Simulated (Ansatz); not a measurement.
Frontier orbitals of `C[O][Hf]([SH])([Cl])[N](C)C`.

Charge 0, multiplicity 1. Correlated methods include outer-core shells of Hf, which these sets cover unevenly. Hf takes the def2 core potential. Geometry: relaxed with PBE0-D4/def2-TZVP. It is one conformer, not always the lowest. Basis def2-TZVPP, the Gaussian-basis code of Ansatz.

Orbital energies of one run (eV). Highest occupied ones, from the top: -9.15, -9.42, -10.42, -11.05, -11.21, -11.48, -11.54, -12.03, -12.35, -13.12, -13.30, -13.70, -15.26, -15.55. Empty: 1.10, 1.46, 1.84, 2.02, 2.10, 2.28.

(1) Which functional gave them?
A. CAM-B3LYP
B. ωB97M-V
C. PBE
D. B97M-V

Answers

(1) B. HOMO energies: ωB97M-V -9.15, B97M-V -5.98, PBE -5.66, CAM-B3LYP -8.23 eV.
